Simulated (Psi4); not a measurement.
Cl2CrO2 (SMILES [O]=[Cr](=[O])([Cl])[Cl]), singlet, at a GFN2-xTB geometry (such geometries of metal compounds can be far from the true shape); B3LYP/STO-3G (Psi4).

Psi4 was given this input:
```
memory 2 GB

molecule mol {
0 1
  Cr    0.361620   -0.063061    0.116552
  O     1.440452   -0.592340   -0.864084
  O     0.790453    0.203307    1.583117
  Cl   -0.386161    1.668254   -0.644959
  Cl   -1.174200   -1.396152    0.142046
}

set basis sto-3g
set reference rks
set dft_basis_tolerance 1e-8

energy('b3lyp')
print_variables()
```

**Question.** What does Psi4 print? Leave out banner, timings and long lists.

**Answer.** 
```
   => Loading Basis Set <=

    Name: STO-3G
    Role: ORBITAL
    Keyword: BASIS

         ---------------------------------------------------------
                                   SCF
               by Justin Turney, Rob Parrish, Andy Simmonett
                          and Daniel G. A. Smith
                              RKS Reference
         ---------------------------------------------------------

  ==> Geometry <==

    Molecular point group: c1
    Full point group: C1

    Geometry (in Angstrom), charge = 0, multiplicity = 1:

       Center              X                  Y                   Z               Mass
    ------------   -----------------  -----------------  -----------------  -----------------
         CR           0.362258034233    -0.063172295821     0.116757691077    51.940506230000
         O            1.441090034233    -0.592451295821    -0.863878308923    15.994914619570
         O            0.791091034233     0.203195704179     1.583322691077    15.994914619570
         CL          -0.385522965767     1.668142704179    -0.644753308923    34.968852682000
         CL          -1.173561965767    -1.396263295821     0.142251691077    34.968852682000

  Running in c1 symmetry.

  Rotational constants: A =      0.10705  B =      0.06960  C =      0.05873 [cm^-1]
  Rotational constants: A =   3209.25226  B =   2086.50479  C =   1760.80969 [MHz]
  Nuclear repulsion =  501.758785462677395

  Charge       = 0
  Multiplicity = 1
  Electrons    = 74
  Nalpha       = 37
  Nbeta        = 37

  ==> Algorithm <==

  SCF Algorithm Type is DF.
  DIIS enabled.
  MOM disabled.
  Fractional occupation disabled.
  Guess Type is SAD.
  Energy threshold   = 1.00e-06
  Density threshold  = 1.00e-06
  Integral threshold = 1.00e-12

  ==> Primary Basis <==

  Basis Set: STO-3G
    Blend: STO-3G
    Number of shells: 24
    Number of basis functions: 46
    Number of Cartesian functions: 47
    Spherical Harmonics?: true
    Max angular momentum: 2

  ==> DFT Potential <==

   => LibXC <=

    Version 7.1.2
    S. Lehtola, C. Steigemann, M. J. T. Oliveira, and M. A. L. Marques,  SoftwareX 7, 1–5 (2018) (10.1016/j.softx.2017.11.002)

   => Composite Functional: B3LYP <=

    B3LYP Hyb-GGA Exchange-Correlation Functional

    P. J. Stephens, F. J. Devlin, C. F. Chabalowski, and M. J. Frisch,  J. Phys. Chem. 98, 11623 (1994) (10.1021/j100096a001)

    Deriv               =              1
    GGA                 =           TRUE
[...]
   @DF-RKS iter   7: -2092.51074745560163   -2.35582e-03   3.30045e-05 DIIS
   @DF-RKS iter   8: -2092.51074839567264   -9.40071e-07   1.07422e-05 DIIS
   @DF-RKS iter   9: -2092.51074837310125    2.25714e-08   1.21776e-05 DIIS
   @DF-RKS iter  10: -2092.51074851694511   -1.43844e-07   5.03346e-06 DIIS
   @DF-RKS iter  11: -2092.51074853539876   -1.84536e-08   1.09296e-06 DIIS
   @DF-RKS iter  12: -2092.51074853630007   -9.01309e-10   2.40960e-08 DIIS
  Energy and wave function converged.

  ==> Post-Iterations <==

   Electrons on quadrature grid:
      Ntotal   =   74.0000586325 ; deviation = 5.863e-05

    Orbital Energies [Eh]
    ---------------------

    Doubly Occupied:

[...]
      37A     -0.236672

    Virtual:

[...]
    Final Occupation by Irrep:
              A
    DOCC [    37 ]
    NA   [    37 ]
    NB   [    37 ]

  @DF-RKS Final Energy: -2092.51074853630007

   => Energetics <=

    Nuclear Repulsion Energy =            501.7587854626773947
    One-Electron Energy =               -3880.4002666581277481
    Two-Electron Energy =                1384.1792722280040380
    DFT Exchange-Correlation Energy =     -98.0485395688535704
    Empirical Dispersion Energy =           0.0000000000000000
    VV10 Nonlocal Energy =                  0.0000000000000000
    Total Energy =                      -2092.5107485363000706

Computation Completed

Properties will be evaluated at   0.000000,   0.000000,   0.000000 [a0]

Properties computed using the SCF density matrix

 Multipole Moments:

 ------------------------------------------------------------------------------------
     Multipole            Electronic (a.u.)      Nuclear  (a.u.)        Total (a.u.)
 ------------------------------------------------------------------------------------

 L = 1.  Multiply by 2.5417464519 to convert [e a0] to [Debye]
 Dipole X            :          0.3690012            0.0891904            0.4581916
 Dipole Y            :         -0.0643506           -0.0155522           -0.0799028
 Dipole Z            :          0.1189307            0.0287468            0.1476775
 Magnitude           :                                                    0.4879884

 ------------------------------------------------------------------------------------

  Variable Map:
  ----------------------------------------------------------------------------
[...]
  Array Variable Map:
  ----------------------------------------------------------------------------
[...]
[...]
```
